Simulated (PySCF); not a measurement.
HOSi, SMILES [OH+]=[Si] (connectivity only; charge and spin as stated), charge +1, multiplicity 1. Atoms are numbered in the order given.

```xyz
3

O      0.0000     0.0000    -0.8959
Si     0.0000     0.0000     0.6450
H      0.0000     0.0000    -1.8630
```
Charge +1, spin multiplicity 1.

Geometry: r2SCAN-D4/def2-TZVPD. The isomer is the one that the SMILES or the coordinates give; other isomers of the formula were not compared.

Two levels are set side by side: PBE/pcSseg-2 (PySCF) and PBE0/pcSseg-2 (PySCF). GIAO shifts against H2O (¹⁷O), TMS (²⁹Si), TMS (¹H) at the same level; non-relativistic, no solvent, atoms listed together averaged. Differences are taken from unrounded values.

```csv
quantity,PBE0
δ(¹⁷O) of O1 (ppm),183.2
δ(²⁹Si) of Si2 (ppm),-145.0
δ(¹H) of H3 (ppm),6.39
```

Task: What does PBE give, and how far is it from PBE0? (Estimate from the structure and the level; the computed values follow.)

Result: 
| quantity | PBE | PBE minus PBE0 |
|---|---|---|
| δ(¹⁷O) of O1 (ppm) | 192.5 | 9.2 |
| δ(²⁹Si) of Si2 (ppm) | -161.0 | -16.0 |
| δ(¹H) of H3 (ppm) | 6.25 | -0.14 |

Rough cost on one machine, each run with all the roots and properties that it gave: PBE0 against PBE within a factor of 2.
